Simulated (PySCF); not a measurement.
# ClF₆⁺: one-bond stretch

These are results of PBE0 in PySCF with Cl def2-SVP, F def2-SVP; no relativity; density-fitted integrals, not measurements.

Rigid scan from the singlet minimum (Cl–F 1.584 Å (×6); F–Cl–F 90.0° (×12), F–Cl–F 180.0° (×3)). Coordinate: the bond from Cl to the last atom (F) scaled, the rest fixed. Energies in kJ/mol from the minimum.

```tsv
scale of one bond	E (kJ/mol)	dipole size (D, about the centre of mass)
0.92	31.0	0.46
0.96	6.8	0.22
1.00	0.0	0.00
1.05	8.0	0.24
1.12	37.3	0.50
1.20	83.0	0.71
1.35	175.8	0.87
1.55	282.7	–
1.80	372.3	–
2.20	437.2	–
```

At long bonds a restricted determinant can lie too high, and another spin state can fall below this curve.

The scan took 86 s on 2 threads of a shared Intel Xeon Platinum 8259CL @ 2.50GHz (Skylake/Cascade Lake) host; the process peaked at 1.7 GiB.
